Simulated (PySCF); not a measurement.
Working out the ionisation energy of Tm

Tm [Xe] 4f13 6s2 (2F) → Tm⁺ [Xe] 4f13 6s1 (3F). Calculation: PySCF 2.14, in ANO-RCC-VTZP (8s7p5d3f2g1h, 104 functions); scalar relativity by spin-free X2C-1e. Frozen: [Ar] 3d10. Energies in hartree (1 hartree = 27.21139 eV):

| part | Tm (lower) | Tm⁺ (upper) |
| --- | --- | --- |
| UHF | -13561.765609 | -13561.579141 |
| MP2 opposite-spin | -1.218158 | -1.191332 |
| MP2 same-spin | -0.751658 | -0.742686 |

What does Hartree-Fock give?

(-13561.579141) − (-13561.765609) = 0.186468 hartree = 5.074 eV.

What do MP2 and SCS-MP2 (6/5 opposite-spin, 1/3 same-spin) give?

The opposite-spin parts differ by 0.730 eV and the same-spin parts by 0.244 eV. MP2: 5.074 + (0.730) + (0.244) = 6.048 eV. SCS-MP2: 5.074 + 1.2 × (0.730) + (0.244)/3 = 6.031 eV.

A first-order spin-orbit estimate adds 0.000 eV to MP2 (valence and next inner shell), giving 6.048 eV against 6.184 eV (measured; NIST Atomic Spectra Database, ionization energies).

What remains against the reference includes basis incompleteness, the frozen core and correlation beyond second order.
